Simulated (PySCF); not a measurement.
## Potential energy of MgI⁻ along the bond

Set-up: Mg aug-cc-pVDZ, I aug-cc-pVDZ-PP with ECP28; scalar-relativistic core potentials (PySCF 2.14). Energies in eV from Mg + I⁻ in their ground configurations at the same level. State: ¹Σ⁺ (singlet), closed shell.

| R (Å) | RHF-CCSD(T) | MN15 |
| --- | --- | --- |
| 2.536 |  | -0.4444 |
| 2.654 | -0.5931 | -0.6008 |
| 2.772 | -0.6767 | -0.6816 |
| 2.861 | -0.7029 | -0.7090 |
| 2.949 | -0.7079 | -0.7171 |
| 3.038 | -0.6980 | -0.7115 |
| 3.155 | -0.6696 | -0.6897 |
| 3.303 | -0.6204 | -0.6488 |
| 3.480 | -0.5533 | -0.5905 |
| 3.716 |  | -0.5103 |

Put a parabola through the three lowest points of the RHF-CCSD(T) curve and estimate Re, k and ωe (reduced mass 20.17 u; 1 eV/Å² = 0.16022 mdyn/Å; ωe = 1302.8·√(k/μ) cm⁻¹).

Through R = 2.861, 2.949, 3.038 Å the second-order coefficient is 0.949 eV/Å², so Re ≈ 2.935 Å, k ≈ 0.304 mdyn/Å and ωe ≈ 160 cm⁻¹. A polynomial fit of higher order to the unrounded RHF-CCSD(T) energies gives Re = 2.930 Å, k = 0.327 mdyn/Å, ωe = 166 cm⁻¹; anharmonicity and rounding make the difference.

The higher-order fit for each curve: RHF-CCSD(T): Re = 2.930 Å, ωe = 166 cm⁻¹, De = 0.71 eV; MN15: Re = 2.952 Å, ωe = 152 cm⁻¹, De = 0.72 eV.

Correlated steps freeze 5 core orbitals. Correlated levels converge slowly with the basis: in double zeta they bind strong bonds too weakly, by up to about 1 eV, and carry superposition errors of some tenths. Spin–orbit coupling is left out. For an ion De counts to the pair picked by the measured ionisation energies or electron affinities, which need not be the lowest pair at this level.
